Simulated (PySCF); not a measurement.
H₄Cl₂GeOSi, singlet, at a GFN2-xTB geometry, atoms displaced at random by about 0.08 Å a coordinate; TPSS/STO-3G, gradient (PySCF).

PySCF was given this input:
```python
from pyscf import gto, scf, dft

mol = gto.Mole()
mol.atom = '''
    O     1.32699929   -0.22442071    1.61903319
    Si    0.54885970   -0.03827063    0.16213974
    Cl    1.30311751   -1.59784792   -0.92867318
    Cl    1.24872486    1.91782372   -0.45589826
    Ge   -1.63874842    0.06341271    0.21201948
    H     1.13540550    0.40416816    2.26271874
    H    -2.34374302    1.02300246    1.21869783
    H    -2.50834440    0.29760709   -1.15736017
    H    -2.20940467   -1.39048209    0.73573552
'''
mol.basis = 'sto-3g'
mol.verbose = 4
mol.build()

mf = dft.RKS(mol)
mf.xc = 'tpss'
mf.grids.level = 0
mf.kernel()
g = mf.nuc_grad_method()
g.grid_response = True
grad = g.kernel()
```

Output, abridged:

```
PySCF version 2.14.0

[INPUT] verbose = 4
[INPUT] num. atoms = 9
[INPUT] num. electrons = 92
[INPUT] charge = 0
[INPUT] spin (= nelec alpha-beta = 2S) = 0
[INPUT] symmetry False subgroup None
[INPUT] Mole.unit = angstrom
[INPUT] Symbol           X                Y                Z      unit          X                Y                Z       unit  Magmom
[INPUT]  1 O      1.326999290000  -0.224420710000   1.619033190000 AA    2.507665225592  -0.424093678580   3.059529315681 Bohr   0.0
[INPUT]  2 Si     0.548859700000  -0.038270630000   0.162139740000 AA    1.037194513811  -0.072321009315   0.306399702508 Bohr   0.0
[INPUT]  3 Cl     1.303117510000  -1.597847920000  -0.928673180000 AA    2.462535202025  -3.019494957506  -1.754937969429 Bohr   0.0
[INPUT]  4 Cl     1.248724860000   1.917823720000  -0.455898260000 AA    2.359747990336   3.624161585995  -0.861522852066 Bohr   0.0
[INPUT]  5 Ge    -1.638748420000   0.063412710000   0.212019480000 AA   -3.096785700864   0.119832654716   0.400658750273 Bohr   0.0
[INPUT]  6 H      1.135405500000   0.404168160000   2.262718740000 AA    2.145605435325   0.763767130669   4.275918715521 Bohr   0.0
[INPUT]  7 H     -2.343743020000   1.023002460000   1.218697830000 AA   -4.429032414161   1.933194474156   2.303005127302 Bohr   0.0
[INPUT]  8 H     -2.508344400000   0.297607090000  -1.157360170000 AA   -4.740083942086   0.562395892829  -2.187093748780 Bohr   0.0
[INPUT]  9 H     -2.209404670000  -1.390482090000   0.735735520000 AA   -4.175169724635  -2.627630331213   1.390338632914 Bohr   0.0

nuclear repulsion = 632.734619279937
number of shells = 30
number of NR pGTOs = 162
number of NR cGTOs = 54
basis = sto-3g
ecp = {}

******** <class 'pyscf.dft.rks.RKS'> ********
method = RKS
initial guess = minao
damping factor = 0
level_shift factor = 0
DIIS = <class 'pyscf.scf.diis.CDIIS'>
diis_start_cycle = 1
diis_space = 8
diis_damp = 0
SCF conv_tol = 1e-09
SCF conv_tol_grad = None
SCF max_cycles = 50
direct_scf = True
direct_scf_tol = 1e-13
XC library pyscf.dft.libxc version 7.1.2
    S. Lehtola, C. Steigemann, M. J. T. Oliveira, and M. A. L. Marques,  SoftwareX 7, 1–5 (2018)
XC functionals = tpss
    J. Tao, J. P. Perdew, V. N. Staroverov, and G. E. Scuseria,  Phys. Rev. Lett. 91, 146401 (2003)
    J. P. Perdew, J. Tao, V. N. Staroverov, and G. E. Scuseria,  J. Chem. Phys. 120, 6898 (2004)
    J. Tao, J. P. Perdew, V. N. Staroverov, and G. E. Scuseria,  Phys. Rev. Lett. 91, 146401 (2003)
    J. P. Perdew, J. Tao, V. N. Staroverov, and G. E. Scuseria,  J. Chem. Phys. 120, 6898 (2004)
radial grids:
    Treutler-Ahlrichs [JCP 102, 346 (1995); DOI:10.1063/1.469408] (M4) radial grids

becke partition: Becke, JCP 88, 2547 (1988); DOI:10.1063/1.454033
pruning grids: <function nwchem_prune>
grids dens level: 0
symmetrized grids: False
atomic radii adjust function: <function treutler_atomic_radii_adjust>
small_rho_cutoff = 0
Set gradient conv threshold to 3.16228e-05
Initial guess from minao.
tot grids = 10888
init E= -3323.84129105299
  HOMO = -0.518889113355796  LUMO = -0.205423704966936  gap/eV = 8.52983
cycle= 1 E= -3326.19680191694  delta_E= -2.36  |g|= 0.756  |ddm|= 3.57
  HOMO = 0.125781978005272  LUMO = 0.129807611953606  gap/eV = 0.10954
cycle= 2 E= -3311.74130798933  delta_E= 14.5  |g|= 9.01  |ddm|= 7.94
  HOMO = -0.0400567505255063  LUMO = 0.0326800539019281  gap/eV = 1.97927
cycle= 3 E= -3325.82774188102  delta_E= -14.1  |g|= 1.45  |ddm|= 6.81
  HOMO = -0.0788130067222174  LUMO = 0.0621349166466167  gap/eV = 3.83539
cycle= 4 E= -3326.3861829768  delta_E= -0.558  |g|= 0.33  |ddm|= 2.35
  HOMO = -0.140361715031858  LUMO = 0.0556668364532876  gap/eV = 5.33421
cycle= 5 E= -3326.42888473448  delta_E= -0.0427  |g|= 0.0788  |ddm|= 0.804
  HOMO = -0.148939183130652  LUMO = 0.0485125396150967  gap/eV = 5.37294
cycle= 6 E= -3326.4311808144  delta_E= -0.0023  |g|= 0.0212  |ddm|= 0.171
  HOMO = -0.143482461008876  LUMO = 0.0514692240840451  gap/eV = 5.30491
cycle= 7 E= -3326.43137118733  delta_E= -0.00019  |g|= 0.00322  |ddm|= 0.044
  HOMO = -0.144246292844741  LUMO = 0.0514281868899439  gap/eV = 5.32457
cycle= 8 E= -3326.43137601008  delta_E= -4.82e-06  |g|= 0.000522  |ddm|= 0.00783
  HOMO = -0.144272141285295  LUMO = 0.051426286568455  gap/eV = 5.32523
cycle= 9 E= -3326.43137614446  delta_E= -1.34e-07  |g|= 0.000129  |ddm|= 0.00142
  HOMO = -0.144273193035529  LUMO = 0.0514223851035888  gap/eV = 5.32515
cycle= 10 E= -3326.43137615512  delta_E= -1.07e-08  |g|= 1.65e-05  |ddm|= 0.000418
  HOMO = -0.144270214385399  LUMO = 0.0514218831322388  gap/eV = 5.32505
cycle= 11 E= -3326.43137615526  delta_E= -1.42e-10  |g|= 2.46e-06  |ddm|= 5.27e-05
  HOMO = -0.144270964465203  LUMO = 0.0514220188900797  gap/eV = 5.32508
Extra cycle  E= -3326.43137615527  delta_E= -5.46e-12  |g|= 1.79e-06  |ddm|= 1.29e-05
converged SCF energy = -3326.43137615527

******** <class 'pyscf.grad.rks.Gradients'> for <class 'pyscf.dft.rks.RKS'> ********
unit = Eh/Bohr
grid_response = True
--------------- RKS gradients ---------------
         x                y                z
0 O    -0.0468340020     0.1135634029     0.0792918491
1 Si     0.0037174944    -0.0379573023    -0.0137553157
2 Cl    -0.0107309116     0.0184468055     0.0153922720
3 Cl     0.0001785032     0.0034496228     0.0084064513
4 Ge     0.1095504917     0.0207639189    -0.0001600185
5 H     0.0360759551    -0.1022265238    -0.0910995224
6 H    -0.0297181765     0.0301973479     0.0337210253
7 H    -0.0386629169     0.0090448963    -0.0530370802
8 H    -0.0235764375    -0.0552821682     0.0212403391
----------------------------------------------
```
